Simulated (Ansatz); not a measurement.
Caution, from a PySCF single point (B3LYP-D3(BJ)/def2-TZVPD) at this geometry: the highest occupied level lies above zero, so the state may not be bound. Caution, from a PySCF single point (B3LYP-D3(BJ)/def2-TZVPD) at this geometry: the restricted solution is unstable towards spin-unrestricted or complex orbitals, so a lower solution exists and this singlet may not be the ground state. This singlet lies 0.54 eV below the relaxed triplet at the level composite: frozen-core CCSD(T) with HF/aug-cc-pVQZ and the correlation energy extrapolated as X^-3 from aug-cc-pVTZ and aug-cc-pVQZ, plus CCSDT(Q) minus CCSD(T) in aug-cc-pVDZ // B3LYP-D3(BJ)/def2-TZVPD (Ansatz, an electronic-structure program).

A geometry relaxed with B3LYP-D3(BJ)/def2-TZVPD run with Ansatz, charge -1, multiplicity 1:

```xyz
3

B     -0.3557     0.6130     0.0000
Cl     1.3972    -0.1999     0.0000
H     -1.0415    -0.4131     0.0000
```

Task: Write the SMILES of this molecule.

Result: `[BH-]Cl`
